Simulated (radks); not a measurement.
Isoelectronic series with 57 electrons, all held in the configuration [Xe] 5d1 6s2, which need not be the ground one along the series. All-electron calculation, Dirac Kohn-Sham, PBE, spin-unpolarised, spherical densities, point nucleus; open shells fill j = l - 1/2 first. Program: a radial shooting solver on a logarithmic mesh with Libxc functionals. Total energies (hartree) and orbital eigenvalues (eV) (* marks an orbital that is empty in some or all of the ions):

ion,E (hartree),5d5/2*,5d3/2,6s1/2
La,-8497.5113,-2.9846,-3.1715,-3.6647
Ce+,-8864.7353,-11.2609,-11.5648,-9.8733
Pr2+,-9241.0043,-21.6300,-22.0596,-17.5492
Nd3+,-9626.3572,-33.7134,-34.2815,-26.4650
Pm4+,-10020.8433,-47.3345,-48.0555,-36.5088
Sm5+,-10424.5188,-62.3904,-63.2800,-47.6143
Eu6+,-10837.4453,-78.8131,-79.8884,-59.7375
Gd7+,-11259.6884,-96.5547,-97.8336,-72.8480
Tb8+,-11691.3183,-115.5794,-117.0811,-86.9234
Dy9+,-12132.4087,-135.8594,-137.6042,-101.9472
Ho10+,-12583.0370,-157.3729,-159.3821,-117.9073

5d5/2 drops below 6s1/2 between La and Ce+. 5d3/2 drops below 6s1/2 between La and Ce+.
